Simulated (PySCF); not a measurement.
Pt(OH)2 (H2O2Pt), SMILES [OH][Pt][OH] (connectivity only; charge and spin as stated), neutral, multiplicity 3.

Coordinates come from a B3LYP-D3(BJ)/def2-TZVP optimisation. The spin state was assumed, not searched. The def2 effective core potentials stand for the cores of Pt; spin–orbit coupling is left out. Other conformers were not sampled.

Level of theory: TDA-PBE/def2-SVPD in PySCF.

Vertical excitations. Gas-phase values at a fixed geometry.

Computed excitation energies, oscillator strengths and character:
```tsv
state	energy (eV)	λ (nm)	f	main pairs
root 1	0.97	1280	0.000	β HOMO→LUMO 97 %
root 2	1.00	1237	0.000	β HOMO→LUMO+1 91 %
root 3	1.09	1137	0.000	β HOMO−2→LUMO+1 50 %, β HOMO−1→LUMO 45 %
root 4	1.09	1136	0.000	β HOMO−1→LUMO+1 49 %, β HOMO−2→LUMO 49 %
root 5	1.49	830	0.000	β HOMO−2→LUMO+1 49 %, β HOMO−1→LUMO 47 %
root 6	1.50	824	0.000	β HOMO−1→LUMO+1 50 %, β HOMO−2→LUMO 49 %
root 7	3.01	411	0.000	β HOMO−3→LUMO+1 99 %
root 8	3.15	394	0.004	β HOMO−3→LUMO 64 %, β HOMO−4→LUMO+1 35 %
root 9	3.50	354	0.000	β HOMO−4→LUMO 93 %
root 10	4.13	300	0.008	β HOMO−5→LUMO 88 %
```
Unrestricted roots are not spin-pure.
